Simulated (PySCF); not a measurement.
# Gallium: a sound run and one with changed settings

Sound run: Ga [Ar] 3d10 4s2 4p1, Ga⁺ [Ar] 3d10 4s2. All numbers are calculated (PySCF 2.14, a scalar-relativistic core potential, in cc-pVTZ-PP with ECP10MDF (5s4p3d1f, 39 functions)). The sound run starts from symmetry-adapted Hartree-Fock orbitals and uses a fine grid where one is needed.

Changed run: radial step 0.5 in ln r (0.13 in the sound run). This setting is unsound on purpose.

```csv
species,method,sound run (hartree),changed run (hartree),converged
Ga,UHF,-258.30203,-258.30203,yes
Ga,M06-2X,-259.57910,-259.57407,yes
Ga,MN15,-259.80367,-259.71661,yes
Ga⁺,UHF,-258.09872,-258.09872,yes
Ga⁺,M06-2X,-259.36583,-259.36360,yes
Ga⁺,MN15,-259.58987,-259.50714,yes
```

Ionisation energy of Ga:

```csv
method,sound run (eV),changed run (eV)
UHF,5.532,5.532
M06-2X,5.803,5.727
MN15,5.818,5.700
```

A coarse radial grid mis-integrates the density and the exchange-correlation energy, with errors of either sign; Hartree-Fock needs no grid.

For comparison, NIST gives 5.999 eV between the lowest levels.
